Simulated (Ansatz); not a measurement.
Cost and result for the atomization energy of CH6AsNZn (`N[CH2][Zn][AsH2]`) (10 atoms, 9 bonds).

Cartesian coordinates in Å:
```
N -1.784 0.979 0.390
C -1.195 -0.294 -0.029
Zn 0.762 -0.115 -0.188
As 3.125 0.187 -0.363
H -1.690 1.679 -0.334
H -2.777 0.883 0.569
H -1.348 -1.025 0.774
H -1.641 -0.735 -0.933
H 3.256 -1.218 -0.947
H 3.293 -0.340 1.060
```

Charge 0, multiplicity 1. For Zn the d shell is correlated and the shells below it are frozen. Correlated methods include outer-core shells of As, which these sets cover unevenly. Scalar relativity is left out up to krypton. The geometry is a stationary point of PBE0-D4/def2-TZVP. It is one conformer, not always the lowest. Program: Ansatz. All runs use 4 threads of an Arm Neoverse V1 on a shared host. Times are those of one run each, without the atoms' runs, and a repeat can differ threefold. Electronic energies, without spin–orbit coupling; frozen cores. CCSD(T)/CBS adds CCSD(T) − MP2 in def2-TZVPP to the MP2 limit, and its time is that of the two runs behind it. T1 = 0.013. With those shells the extrapolation isn't a true limit.

CCSD(T)/CBS is a level of theory with its own doubt, some kJ/mol a heavy atom from the limit and from the frozen cores, so smaller differences don't rank the functionals.

```json
{"level": "revPBE-D4/def2-TZVPP", "functions": "258", "wall time": "2.5 s"}
{"level": "PBE-D4/def2-TZVPP (with forces)", "functions": "258", "wall time": "3.1 s"}
{"level": "BHLYP-D4/def2-TZVPP", "functions": "258", "wall time": "4.9 s"}
{"level": "CAM-B3LYP-D4/def2-TZVPP", "functions": "258", "wall time": "5.5 s"}
{"level": "r2SCAN-D4/def2-TZVPP (with forces)", "functions": "258", "wall time": "6 s"}
{"level": "B2PLYP/def2-TZVPP", "functions": "258", "wall time": "7.5 s"}
{"level": "r2SCANh-D4/def2-TZVPP", "functions": "258", "wall time": "8 s"}
{"level": "CCSD(T)/def2-SVP", "functions": "121", "wall time": "12 s"}
{"level": "B97M-V/def2-TZVPP", "functions": "258", "wall time": "14 s"}
{"level": "ωB97M-V/def2-TZVPP (with forces)", "functions": "258", "wall time": "16 s"}
{"level": "MP2/def2-QZVPP", "functions": "483", "wall time": "28 s"}
{"level": "CCSD(T)/def2-TZVPP", "functions": "258", "wall time": "5.1 min"}
{"level": "CCSD(T)/CBS(def2)", "functions": "–", "wall time": "5.6 min"}
```

Q: What atomization energy does each give, and how far from CCSD(T)/CBS? (Estimate.)

A: Computed: 
| level | atomization (kcal/mol) | difference from CCSD(T)/CBS | per bond |
| --- | --- | --- | --- |
| revPBE-D4/def2-TZVPP | 686.0 | -4.5 | -0.5 |
| PBE-D4/def2-TZVPP (with forces) | 704.6 | 14.1 | 1.6 |
| BHLYP-D4/def2-TZVPP | 670.6 | -19.9 | -2.2 |
| CAM-B3LYP-D4/def2-TZVPP | 695.6 | 5.1 | 0.6 |
| r2SCAN-D4/def2-TZVPP (with forces) | 692.7 | 2.2 | 0.2 |
| B2PLYP/def2-TZVPP | 681.6 | -8.9 | -1.0 |
| r2SCANh-D4/def2-TZVPP | 688.0 | -2.5 | -0.3 |
| CCSD(T)/def2-SVP | 639.2 | -51.3 | -5.7 |
| B97M-V/def2-TZVPP | 689.6 | -0.9 | -0.1 |
| ωB97M-V/def2-TZVPP (with forces) | 692.8 | 2.3 | 0.3 |
| MP2/def2-QZVPP | 684.7 | -5.8 | -0.6 |
| CCSD(T)/def2-TZVPP | 668.7 | -21.8 | -2.4 |
| CCSD(T)/CBS(def2) | 690.5 | 0.0 | 0.0 |

From PBE to PBE0 (25 % exact exchange), in def2-TZVPP and without D4, the atomization energy moves by −12.6 kcal/mol: exact exchange takes away binding that semilocal exchange gives to molecules. The D4 term adds +6.7 kcal/mol with B3LYP and +3.5 kcal/mol with PBE0; it sums over pairs of atoms, weighted by their polarisabilities, and B3LYP, whose exchange is more repulsive, gets the larger term. At CCSD(T), def2-SVP lies −51.3 kcal/mol from the extrapolated value and def2-TZVPP −21.8 kcal/mol: correlation converges slowly with the basis, and small sets miss more of it in the bonded molecule than in its fragments.

B3LYP here is the variant with VWN-RPA as its local correlation; programs differ in this.
